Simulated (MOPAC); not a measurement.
MOPAC input (PM6):

```
PM6 1SCF UHF MS=0.5 GEO-OK AUX(PRECISION=9) THREADS=1
H7N2Si2

N    -1.97900600 1    0.85058800 1   -0.80631200 1
Si   -1.17291700 1   -0.43475300 1    0.06691200 1
N     0.33375100 1    0.05032500 1    0.73318500 1
Si    1.89170500 1    0.06663500 1   -0.02543400 1
H    -2.86487900 1    0.55889000 1   -1.22896400 1
H    -0.92117900 1   -1.55440200 1   -0.87304300 1
H    -2.07274500 1   -0.84825600 1    1.17529600 1
H     0.27775300 1    0.51578400 1    1.62967800 1
H     1.76035700 1   -0.68529300 1   -1.29244000 1
H     2.90773300 1   -0.58011500 1    0.83994600 1
H     2.36670500 1    1.44065300 1   -0.31928000 1
```

Output:

```
 *******************************************************************************
 **                                                                           **
 **                              MOPAC v23.2.5                                **
 **                                                                           **
 *******************************************************************************
 ** MOPAC's Digital Object Identifier: https://doi.org/10.5281/zenodo.6511958 **
 **                                                                           **
 ** Please cite the open-source release paper for use of this MOPAC version:  **
 ** J. E. Moussa and J. J. P. Stewart (2026)                                  **
 ** MOPAC: An open-source semiempirical molecular orbital program             **
 ** J. Open Source Softw., 11(119), 8025, https://doi.org/10.21105/joss.08025 **
 *******************************************************************************

                              PM6 CALCULATION RESULTS

 *******************************************************************************
 *  PM6        - The PM6 Hamiltonian to be used
 *  GEO-OK     - OVERRIDE INTERATOMIC DISTANCE AND OTHER SAFETY CHECKS
 *  UHF        - UNRESTRICTED HARTREE-FOCK CALCULATION
 *  MS=        - IN MECI, MAGNETIC COMPONENT OF SPIN =  0.5
 *  1SCF       - DO 1 SCF AND THEN STOP
 *  AUX        - OUTPUT AUXILIARY INFORMATION
 *******************************************************************************
PM6 1SCF UHF MS=0.5 GEO-OK AUX(PRECISION=9) THREADS=1
 H7N2Si2

   ATOM   CHEMICAL          X               Y               Z
  NUMBER   SYMBOL      (ANGSTROMS)     (ANGSTROMS)     (ANGSTROMS)

     1       N         -1.97900600  *   0.85058800  *  -0.80631200  *
     2      Si         -1.17291700  *  -0.43475300  *   0.06691200  *
     3       N          0.33375100  *   0.05032500  *   0.73318500  *
     4      Si          1.89170500  *   0.06663500  *  -0.02543400  *
     5       H         -2.86487900  *   0.55889000  *  -1.22896400  *
     6       H         -0.92117900  *  -1.55440200  *  -0.87304300  *
     7       H         -2.07274500  *  -0.84825600  *   1.17529600  *
     8       H          0.27775300  *   0.51578400  *   1.62967800  *
     9       H          1.76035700  *  -0.68529300  *  -1.29244000  *
    10       H          2.90773300  *  -0.58011500  *   0.83994600  *
    11       H          2.36670500  *   1.44065300  *  -0.31928000  *

          CARTESIAN COORDINATES

    NO.       ATOM           X           Y           Z

     1         N         -1.9790      0.8506     -0.8063
     2        Si         -1.1729     -0.4348      0.0669
     3         N          0.3338      0.0503      0.7332
     4        Si          1.8917      0.0666     -0.0254
     5         H         -2.8649      0.5589     -1.2290
     6         H         -0.9212     -1.5544     -0.8730
     7         H         -2.0727     -0.8483      1.1753
     8         H          0.2778      0.5158      1.6297
     9         H          1.7604     -0.6853     -1.2924
    10         H          2.9077     -0.5801      0.8399
    11         H          2.3667      1.4407     -0.3193

 General Reference for PM6:
 "Optimization of Parameters for Semiempirical Methods V: Modification of NDDO Approximations
 and Application to 70 Elements", J. J. P. Stewart, J. Mol. Mod., 13, 1173-1213 (2007)
 URL: https://link.springer.com/article/10.1007/s00894-007-0233-4

           Empirical Formula: H7 N2 Si2  =    11 atoms

      MOLECULAR POINT GROUP   :   C1

          UHF CALCULATION, NO. OF ALPHA ELECTRONS =   13
                           NO. OF BETA  ELECTRONS =   12

 -------------------------------------------------------------------------------
 PM6 1SCF UHF MS=0.5 GEO-OK AUX(PRECISION=9) THREADS=1
 H7N2Si2

     1SCF WAS SPECIFIED, SO BFGS WAS NOT USED
     SCF FIELD WAS ACHIEVED

                              PM6 CALCULATION
                                                       MOPAC v23.2.5 Linux

          FINAL HEAT OF FORMATION =         13.67628 KCAL/MOL =      57.22156 KJ/MOL

          COSMO AREA              =        139.10 SQUARE ANGSTROMS
          COSMO VOLUME            =        134.07 CUBIC ANGSTROMS

          IONIZATION POTENTIAL    =          9.757159 EV
          ALPHA SOMO LUMO (EV)    =        -10.413  0.097
          BETA  SOMO LUMO (EV)    =         -9.757 -1.467
          NO. OF ALPHA ELECTRONS  =         13
          NO. OF BETA  ELECTRONS  =         12
          MOLECULAR WEIGHT        =         91.2397         POINT GROUP:  C1

          MOLECULAR DIMENSIONS (Angstroms)

            Atom       Atom       Distance
            H    10    H     5     6.23705
            H     7    H    11     4.11982
            H     8    H     9     3.08524

          SCF CALCULATIONS        =          1

   ATOM   CHEMICAL          X               Y               Z
  NUMBER   SYMBOL      (ANGSTROMS)     (ANGSTROMS)     (ANGSTROMS)

     1       N         -1.97900600  *   0.85058800  *  -0.80631200  *
     2      Si         -1.17291700  *  -0.43475300  *   0.06691200  *
     3       N          0.33375100  *   0.05032500  *   0.73318500  *
     4      Si          1.89170500  *   0.06663500  *  -0.02543400  *
     5       H         -2.86487900  *   0.55889000  *  -1.22896400  *
     6       H         -0.92117900  *  -1.55440200  *  -0.87304300  *
     7       H         -2.07274500  *  -0.84825600  *   1.17529600  *
     8       H          0.27775300  *   0.51578400  *   1.62967800  *
     9       H          1.76035700  *  -0.68529300  *  -1.29244000  *
    10       H          2.90773300  *  -0.58011500  *   0.83994600  *
    11       H          2.36670500  *   1.44065300  *  -0.31928000  *

                             CARTESIAN COORDINATES

   1    N       -1.979006000     0.850588000    -0.806312000
   2   Si       -1.172917000    -0.434753000     0.066912000
   3    N        0.333751000     0.050325000     0.733185000
   4   Si        1.891705000     0.066635000    -0.025434000
   5    H       -2.864879000     0.558890000    -1.228964000
   6    H       -0.921179000    -1.554402000    -0.873043000
   7    H       -2.072745000    -0.848256000     1.175296000
   8    H        0.277753000     0.515784000     1.629678000
   9    H        1.760357000    -0.685293000    -1.292440000
  10    H        2.907733000    -0.580115000     0.839946000
  11    H        2.366705000     1.440653000    -0.319280000

           Empirical Formula: H7 N2 Si2  =    11 atoms

      MOLECULAR POINT GROUP   :   C1

          ALPHA EIGENVALUES
 -30.51134 -28.67232 -18.57444 -17.99647 -15.37278 -14.66412 -12.90776 -12.62291
 -11.90883 -11.26227 -10.89769 -10.74455 -10.41347   0.09661   0.30079   0.53772
   1.04097   1.16711   1.22626   1.35111   1.62293   1.75443   2.22181   2.75378
   3.30540   4.09866   4.46736   4.59256   4.79901   4.86493   5.09529   5.86482
   6.33490

           BETA EIGENVALUES
 -30.51121 -26.60346 -18.55943 -17.86482 -15.07023 -14.12327 -12.59593 -11.86937
 -11.49339 -10.94734 -10.42816  -9.75716  -1.46665   0.10247   0.30714   0.58368
   1.04138   1.17114   1.25119   1.44507   1.72260   2.31911   2.74718   2.80821
   3.49110   4.26640   4.55558   4.63492   4.80266   4.87739   5.10078   6.29124
   6.35159

              NET ATOMIC CHARGES AND DIPOLE CONTRIBUTIONS

  ATOM NO.   TYPE          CHARGE      No. of ELECS.   s-Pop       p-Pop       d-Pop
    1          N          -0.439860        5.4399     1.71378     3.72608
    2         Si           0.351705        3.6483     1.10580     1.54766     0.99484
    3          N          -0.636847        5.6368     1.51308     4.12377
    4         Si           0.270303        3.7297     1.16813     1.76035     0.80122
    5          H           0.237781        0.7622     0.76222
    6          H           0.002427        0.9976     0.99757
    7          H           0.000605        0.9994     0.99939
    8          H           0.267051        0.7329     0.73295
    9          H          -0.016700        1.0167     1.01670
   10          H          -0.019352        1.0194     1.01935
   11          H          -0.017115        1.0171     1.01711
 DIPOLE           X         Y         Z       TOTAL
 POINT-CHG.     0.096    -1.329     0.273     1.360
 HYBRID        -0.834     0.480     0.698     1.189
 SUM           -0.738    -0.849     0.971     1.486

          ATOMIC ORBITAL ELECTRON POPULATIONS

     Atom    s        px        py        pz      x^2-y^2     xz        z^2       yz        xy
    1  N   1.71378   1.14946   1.53091   1.04572
    2 Si   1.10580   0.45475   0.48443   0.60847   0.18592   0.28852   0.06995   0.25425   0.19620
    3  N   1.51308   1.33039   1.51583   1.27755
    4 Si   1.16813   0.44199   0.69674   0.62162   0.16057   0.17258   0.12593   0.15541   0.18672
    5  H   0.76222
    6  H   0.99757
    7  H   0.99939
    8  H   0.73295
    9  H   1.01670
   10  H   1.01935
   11  H   1.01711

                    (SZ)    =    0.500000
                    (S**2)  =    0.759272

          ATOMIC ORBITAL SPIN POPULATIONS

    Atom   Total    s     px     py     pz   x^2-y^2  xz     z^2    yz     xy
         Atomic
    1  N  1.0287  0.032  0.252  0.089  0.656
    2 Si -0.0141 -0.011 -0.014 -0.016 -0.020 -0.006 -0.012  0.026  0.026  0.012
    3  N -0.0061 -0.001 -0.001 -0.003 -0.001
    4 Si -0.0006 -0.000 -0.000 -0.000 -0.000  0.000 -0.000 -0.000 -0.000 -0.000
    5  H -0.0430 -0.043
    6  H  0.0158  0.016
    7  H  0.0190  0.019
    8  H  0.0001  0.000
    9  H  0.0000  0.000
   10  H  0.0000  0.000
   11  H  0.0000  0.000

 **********************
 *                    *
 * JOB ENDED NORMALLY *
 *                    *
 **********************

 == MOPAC DONE ==
```

The geometry given is a B3LYP-D3(BJ)/def2-TZVP minimum.
